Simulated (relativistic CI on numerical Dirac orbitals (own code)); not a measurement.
**One change at a time: Ir**

Base calculation: Dirac-Coulomb-Breit CI, orbitals from a KLI potential per configuration, model QED (radiative potential, 1s self-energy scaled to tabulated hydrogen-like ionisation energies), valence Slater integrals scaled by 0.85, P86 correlation energy added to each configuration.

CI space (outside the closed core [Xe] 4f14): 5d⁷6s², 5d⁸6s, 5d⁷6s6p, 5d⁹, 5d⁶6s²6p, 5d⁸6p, 5d⁷6s6d, 5d⁸6d, 5d⁸7s, 5d⁸7p, 5d⁷6s7s, 5d⁷6s7p, 5d⁷6s8s, 5d⁷6s8p, 5d⁷6p², 5d⁶6p³. Double excitations out of closed p, d and f shells are left out; levels of such configurations are missing from the list, as are those of other unlisted configurations, and high levels can miss mixing partners.

The lowest level and the first level of each name with at least 55 % of one term (blank where a level has no safe partner in the second run):

| Level | Base (cm⁻¹) | Shift (cm⁻¹) |
| --- | --- | --- |
| 5d⁷6s² ⁴F9/2 | 0.0 | 0.0 |
| 5d⁸6s ⁴F9/2 | 802.0 | +893.5 |
| 5d⁸6s ⁴F7/2 | 4401.0 | +1125.2 |
| 5d⁷6s² ⁴F7/2 | 6528.0 | -94.4 |
| 5d⁸6s ⁴F5/2 | 8502.4 | +857.1 |
| 5d⁷6s² ⁴F3/2 | 11104.8 | +430.5 |
| 5d⁸6s ²F7/2 | 11330.3 | +1881.0 |
| 5d⁸6s ⁴P3/2 | 15321.0 | +1883.3 |
| 5d⁸6s ⁴P1/2 | 16042.0 | +2780.0 |
| 5d⁷6s² ²H11/2 | 19303.2 | +2208.7 |
| 5d⁷6s6p ⁶D°9/2 | 19385.9 | -2110.9 |
| 5d⁷6s² ⁴P1/2 | 20703.1 | +1699.9 |
| 5d⁷6s6p ⁶F°11/2 | 21477.5 | -1658.6 |
| 5d⁸6s ²G9/2 | 22319.3 | +3117.9 |

For a near-neutral ion this model can misplace configurations by up to about 10,000 cm⁻¹ (more where the count of f electrons changes) and terms by 10 to 25 % of their spread. Rates follow the energies as ν³ (E1, M1) or ν⁵ (E2), so they and the lifetimes can be off by large factors. The fine structure of a lone outer electron comes out too small, for d and f at times inverted, and misplaced configurations move strength between like terms. 10 of the 40 excited levels that our extract of the measured tables holds in this range could be paired (the sources list more); they are missed by 1471 cm⁻¹ on average and 3716 at most, and levels without a partner can miss by more. Some levels of the ground configuration have no partner and can miss by 10 % or more.

One thing was changed in a second run, which moved the levels as shown. Which?
A. QED terms removed
B. Breit term removed
C. Slater integrals left unscaled
D. self-excluded LDA correlation estimate
E. only the first 3 configurations
F. configuration mixing switched off

C. Slater integrals left unscaled. Scaling acts on the splittings between terms and on the mixing, and leaves the fine structure of pure LS terms nearly alone; in jj coupling it moves the levels of one term differently.

LS names give the leading component of a level, which can be under half, so a name can repeat, a term be missing and a line seem to break the LS rules.
